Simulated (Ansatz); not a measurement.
C₂H₉BOSi (`CCBO[SiH3]`). Total charge 0; spin multiplicity 1.

```xyz
14

C     0.057    2.220    1.088
C    -0.059    0.702    1.179
B    -0.188   -0.043   -0.189
O     0.205   -1.337   -0.298
Si    0.157   -2.409   -1.555
H     0.054    2.690    2.074
H    -0.770    2.646    0.515
H     0.982    2.518    0.588
H    -0.974    0.440    1.734
H     0.758    0.272    1.768
H    -0.666    0.495   -1.161
H    -0.417   -1.764   -2.765
H    -0.680   -3.564   -1.149
H     1.541   -2.865   -1.828
```

(1) What are the harmonic wavenumbers in cm⁻¹ at PBE0-D4/def2-TZVP (Ansatz, finite differences of forces, unscaled)? (Best estimate.)

(2) Is this a minimum?

(3) Give the ideal-gas thermochemistry at 298.15 K and 1 bar (rigid rotor, harmonic oscillator; point group C1, symmetry number 1).

(4) Rotational constants (cm⁻¹)?

## Answers

(1) Computed: 39, 84, 99, 121, 210, 284, 355, 572, 715, 728, 827, 852, 906, 950, 956, 968, 1013, 1057, 1067, 1152, 1255, 1280, 1406, 1421, 1427, 1493, 1500, 2230, 2246, 2246, 2525, 2997, 3046, 3068, 3114, 3118.

(2) Yes, all 36 modes are real.

(3) Zero-point energy 283.1 kJ/mol; H(298) − E = 306.8 kJ/mol; entropy 370.9 J/(mol·K), of which translation 164.7, rotation 111.5, vibration 94.7; G(298) − E = 196.3 kJ/mol. Modes under 100 cm⁻¹ are hindered rotations or soft bends, so the harmonic entropy is rough.

(4) 0.6635, 0.04448, 0.04329.
